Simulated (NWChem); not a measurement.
Everything below was run with NWChem. System: H₃BN, charge 1, spin multiplicity 1, at the geometry of a parent with another charge or spin, in a state set for the comparison that need not be this species' ground state. Level: MP2/def2-TZVPD, 2 core orbitals frozen.

Input file:

```
start mol
memory heap 200 mb stack 900 mb global 1100 mb
charge 1
geometry units angstroms nocenter noautoz
  B     -0.781884     0.351445     0.000000
  N      0.514144    -0.115086     0.000000
  H     -1.771112    -0.342482     0.000000
  H      0.757219    -1.102534     0.000000
  H      1.324305     0.493393     0.000000
  symmetry group Cs
end
basis spherical
  * library def2-tzvpd
end
scf
  rhf
  nopen 0
  maxiter 100
  thresh 1e-7
  semidirect memsize 60000000 filesize 0
end
mp2
  freeze core 2
end
task mp2 energy
```

Output (cleaned and shortened):

```
             Northwest Computational Chemistry Package (NWChem) 7.3.0
             --------------------------------------------------------

                                NWChem Input Module
                                -------------------

 Scaling coordinates for geometry "geometry" by  1.889725989
 (inverse scale =  0.529177249)

 Turning off AUTOSYM since
 SYMMETRY directive was detected!

                             Geometry "geometry" -> ""
                             -------------------------

 Output coordinates in angstroms (scale by  1.889725989 to convert to a.u.)

  No.       Tag          Charge          X              Y              Z
 ---- ---------------- ---------- -------------- -------------- --------------
    1 B                    5.0000    -0.78188400     0.35144500     0.00000000
    2 N                    7.0000     0.51414400    -0.11508600     0.00000000
    3 H                    1.0000    -1.77111200    -0.34248200     0.00000000
    4 H                    1.0000     0.75721900    -1.10253400     0.00000000
    5 H                    1.0000     1.32430500     0.49339300     0.00000000

 Effective nuclear repulsion energy (a.u.)      27.7282369953

            Nuclear Dipole moment (a.u.)
            ----------------------------
        X                 Y               Z
 ---------------- ---------------- ----------------
    -0.0000000000     0.0000000000     0.0000000000

      Symmetry information
      --------------------

 Group name             Cs
 Group number              2
 Group order               2
 No. of unique centers     5

      Symmetry unique atoms

     1    2    3    4    5


 Summary of "ao basis" -> "" (spherical)
 ------------------------------------------------------------------------------
       Tag                 Description            Shells   Functions and Types
 ---------------- ------------------------------  ------  ---------------------
 *                         def2-tzvpd                 on all atoms

 Summary of "ao basis" -> "ao basis" (spherical)
 ------------------------------------------------------------------------------
[...]
     1   1 0 0     -0.423829      0.000000     -0.000000
     1   0 1 0      0.480820      0.000000      0.000000
     1   0 0 1      0.000000      0.000000      0.000000

     2   2 0 0     -3.297108      0.000000     37.035949
     2   1 1 0     -1.172785      0.000000     -4.867448
     2   1 0 1     -0.000000      0.000000      0.000000
     2   0 2 0     -4.366639      0.000000      8.165572
     2   0 1 1     -0.000000      0.000000      0.000000
     2   0 0 2     -8.922097      0.000000      0.000000

                   NWChem MP2 Semi-direct Energy/Gradient Module
                   ---------------------------------------------

  Basis functions       =    101
  Molecular orbitals    =    101
  Frozen core           =      2
  Frozen virtuals       =      0
  Active alpha occupied =      5
  Active beta occupied  =      5
  Active alpha virtual  =     94
  Active beta virtual   =     94
  Use MO symmetry       = T
  Use skeleton AO sym   = T

  AO/Fock/Back tols     =   1.0D-09  1.0D-09  1.0D-09

 GA uses MA = F    GA memory limited = T

 Available:
  local mem=  1.26D+08
 global mem=  1.44D+08
 local disk=  0.00D+00
  mp2_memr nvloc                    94
  nvloc new                    94
   1 passes of   5:        5242880                      44300                   8245622.
   1 passes of   5: M    126152428           G      144158798           F     120909548.

 Semi-direct pass number   1 of   1  for RHF alpha+beta  at        3.2s
  vrange nnbf                  5149
  mp2_eaftype                    31  avail_ma_in_mb                  1099
 EAF : mp2_eaftype filesize          31    4122811.
  mp2_eaf for mointskh                     31
Node 0 wrote     19.4 Mb in      0.0 s     Agg I/O rate:  2012.3 Mb/s
 Done moints_semi at        6.1s
  mp2_eaftype                    31  avail_ma_in_mb                  1068
 EAF : mp2_eaftype filesize          31    4122811.
  mp2_eaf for kh                    31
 Done maket at        6.2s
 Done multipass loop at        6.2s

          -------------------------------------------
          SCF energy                 -80.601641840710
          Correlation energy          -0.281529595522
          Singlet pairs               -0.189422181406
          Triplet pairs               -0.092107414116
          Total MP2 energy           -80.883171436232
          -------------------------------------------

          ---------------------------------------------------
                    Spin Component Scaled (SCS) MP2
          Same spin pairs                     -0.061404942744
          Same spin scaling factor             0.333333333333
          Opposite spin pairs                 -0.220124652778
          Opposite spin scaling fact.          1.200000000000
          SCS-MP2 correlation energy          -0.284617897582
          Total SCS-MP2 energy               -80.886259738292
          ---------------------------------------------------

 -----------------------
 Performance information
 -----------------------

 Timer overhead =  1.83D-07 seconds/call

               Nr. of calls         CPU time (s)                 Wall time (s)                GFlops
             ---------------    -------------------     ------------------------------   -------------------
Name         Min   Avg   Max    Min     Avg     Max     Min     Avg     Max   Mx/calls   Min     Max     Sum
mp2: moin     1     1     1    2.9     2.9     2.9      2.9     2.9     2.9     2.9      0.0     0.0     0.0
mp2: make     1     1     1   0.12    0.12    0.12     0.12    0.12    0.12    0.12      0.0     0.0     0.0
mp2: tota     1     1     1    3.1     3.1     3.1      3.1     3.1     3.1     3.1      0.0     0.0     0.0

 The average no. of pstat calls per process was 3.00D+00
 with a timing overhead of 5.49D-07s

 Task  times  cpu:        6.1s     wall:        6.1s

 Total times  cpu:        6.2s     wall:        6.2s
```
